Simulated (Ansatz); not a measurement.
CH9BClNSi2, SMILES `CB(Cl)N([SiH3])[SiH3]`, relaxed with RKS PBE0-D4/def2-TZVP in Ansatz from a PBE-D4/def2-SVP geometry. The force threshold is 0.005 eV/Å; the program also tests the step.

Charge 0, multiplicity 1.

Start:

```xyz
15

C     0.734   -1.348   -1.728
B    -0.172   -1.019   -0.485
Cl   -1.376   -2.293   -0.023
N    -0.177    0.156    0.321
Si   -1.377    0.297    1.654
Si    0.916    1.553    0.117
H     1.260   -2.314   -1.570
H     1.488   -0.579   -1.977
H     0.090   -1.504   -2.620
H    -1.128    1.665    2.236
H    -1.149   -0.727    2.725
H    -2.786    0.245    1.145
H     0.127    2.769   -0.284
H     1.944    1.260   -0.933
H     1.607    1.839    1.421
```

**Question.** How much energy does the relaxation release, and in how many steps? (Estimate.)

**Answer.** Ansatz gave: 6.57 kJ/mol, in 15 steps, 2 of them rejected.

**Question.** Which bonds change most? (Best estimate.)

**Answer.** The calculation gave: N4–Si5 from 1.799 to 1.765 Å; N4–Si6 from 1.786 to 1.754 Å; Si6–H13 from 1.504 to 1.485 Å; Si5–H11 from 1.499 to 1.481 Å.

**Question.** Give the relaxed structure. (Best estimate.)

**Answer.** Ansatz gave: 
```xyz
15

C     0.737   -1.346   -1.706
B    -0.183   -1.004   -0.491
Cl   -1.391   -2.264   -0.055
N    -0.187    0.161    0.306
Si   -1.354    0.311    1.622
Si    0.891    1.532    0.125
H     1.311   -2.252   -1.484
H     1.436   -0.560   -1.988
H     0.121   -1.591   -2.576
H    -1.078    1.651    2.210
H    -1.144   -0.719    2.665
H    -2.748    0.289    1.124
H     0.100    2.753   -0.175
H     1.858    1.293   -0.970
H     1.632    1.748    1.393
```
